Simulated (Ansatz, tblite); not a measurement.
Removing an electron: In(IMe)Cl3 (C₅H₈Cl₃InN₂). The state is a singlet with charge 0. Geometry: PBE-D4/def2-SVP. Ansatz, gas phase; energy differences of separate SCF runs; the oxidised species was run as a doublet alone.

```xyz
19

In    1.274   -0.544    1.981
C     0.068    0.013    0.164
N    -1.029    0.803    0.022
C    -1.658    1.549    1.111
C    -1.456    0.806   -1.296
C    -0.595   -0.010   -1.991
N     0.328   -0.481   -1.075
C     1.432   -1.399   -1.361
H    -0.941    2.270    1.546
H    -2.538    2.086    0.712
H    -1.969    0.860    1.918
H    -2.322    1.383   -1.633
H    -0.569   -0.286   -3.049
H     1.260   -2.361   -0.837
H     1.495   -1.559   -2.452
H     2.377   -0.959   -0.985
Cl    1.018   -2.929    2.028
Cl    0.333    0.636    3.836
Cl    3.493    0.123    1.362
```

In the def2 sets In takes a core potential; there is no spin–orbit coupling. The xTB rows come from tblite. HOMO above LUMO, or a gap near zero within one spin, warns that the state may not be the lowest or that an electron is smeared out.

```json
{"level": "GFN1-xTB", "−HOMO (eV)": "12.00", "vertical IE (eV)": "13.95", "−LUMO (eV)": "7.75", "HOMO–LUMO gap (eV)": "4.25", "remarks": "–"}
{"level": "GFN2-xTB", "−HOMO (eV)": "10.91", "vertical IE (eV)": "13.27", "−LUMO (eV)": "7.38", "HOMO–LUMO gap (eV)": "3.53", "remarks": "–"}
{"level": "PBE-D4/def2-TZVP", "−HOMO (eV)": "6.65", "vertical IE (eV)": "8.97", "−LUMO (eV)": "2.24", "HOMO–LUMO gap (eV)": "4.41", "remarks": "gap within one spin near zero (+1 doublet)"}
{"level": "PBE0-D4/def2-TZVP", "−HOMO (eV)": "8.05", "vertical IE (eV)": "9.61", "−LUMO (eV)": "1.33", "HOMO–LUMO gap (eV)": "6.72", "remarks": "–"}
{"level": "r2SCAN0-D4/def2-TZVP", "−HOMO (eV)": "8.26", "vertical IE (eV)": "9.73", "−LUMO (eV)": "1.27", "HOMO–LUMO gap (eV)": "6.99", "remarks": "–"}
```

Relaxing the oxidised species (PBE-D4/def2-SVP) changes its energy by -0.20 eV at PBE-D4/def2-TZVP, so the adiabatic ionisation energy to this nearest minimum is 8.78 eV. At PBE0-D4/def2-TZVP it is 9.07 eV.    Raw xTB energy differences between charge states are shifted by several eV; the methods need an empirical correction for them.
